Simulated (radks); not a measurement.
Os14+, 62 electrons, occupied as [Kr] 4d10 4f13 5s2 5p1 (not the ground configuration).

Calculated with a radial shooting solver on a logarithmic mesh with Libxc functionals: scalar-relativistic Kohn-Sham, LDA (Slater exchange, Perdew-Wang correlation), spin-polarised, spherical densities, point nucleus; open shells are filled with parallel spins first (spin-orbit coupling, left out, can overturn this in heavy ions).

Energy parts (eV):
part                       energy
total                  -467444.87
kinetic                 518284.11
electron-nucleus      -1141107.88
Hartree                 164029.43
exchange-correlation     -8650.53

Orbitals (lengths in bohr, moments of r in powers of bohr; <r^-3> diverges for s and p1/2; r(max) is where P^2 peaks):
orbital	occ.	eigenvalue (eV)	r(max)	<r^4>	<r^-3>	<1/r>
1s up	1	-74111.65	0.01103	5.128e-07	-	90.44
1s down	1	-74111.47	0.01103	5.128e-07	-	90.44
2s up	1	-13146.41	0.06343	0.00007632	-	21.17
2s down	1	-13146.27	0.06343	0.00007632	-	21.17
2p up	3	-11488.55	0.05220	0.00006065	21890	19.05
2p down	3	-11488.38	0.05220	0.00006065	21890	19.05
3s up	1	-3276.970	0.1789	0.002786	-	7.844
3s down	1	-3276.130	0.1788	0.002785	-	7.845
3p up	3	-2790.212	0.1774	0.003019	4935	7.211
3p down	3	-2789.354	0.1774	0.003017	4937	7.212
3d up	5	-2246.005	0.1443	0.002322	626.5	6.806
3d down	5	-2245.311	0.1443	0.002320	626.7	6.807
4s up	1	-910.9405	0.4042	0.06300	-	3.362
4s down	1	-909.5023	0.4042	0.06299	-	3.361
4p up	3	-750.3898	0.4241	0.08298	1180	3.053
4p down	3	-748.9674	0.4242	0.08292	1180	3.052
4d up	5	-551.0663	0.4325	0.1137	130.7	2.739
4d down	5	-549.6219	0.4325	0.1135	130.7	2.739
4f up	7	-327.9490	0.3980	0.1961	25.07	2.344
4f down	6	-326.3729	0.3980	0.1951	25.11	2.345
5s up	1	-344.2068	0.8707	1.186	-	1.491
5s down	1	-342.0751	0.8700	1.187	-	1.492
5p up	1	-294.4351	0.9496	1.700	272.4	1.344
5p down	0	-292.2739	0.9490	1.708	272.5	1.344
5d up	0	-230.3622	1.073	2.894	28.04	1.165
5d down	0	-228.3035	1.074	2.930	27.89	1.162
6s up	0	-181.8680	1.638	11.46	-	0.8394
6s down	0	-180.7846	1.644	11.65	-	0.8344

The highest occupied level is 5p up at -294.44 eV. The density falls to 0.001 e/bohr^3 at r = 1.97 bohr. Spin moment in Bohr magnetons: 2.
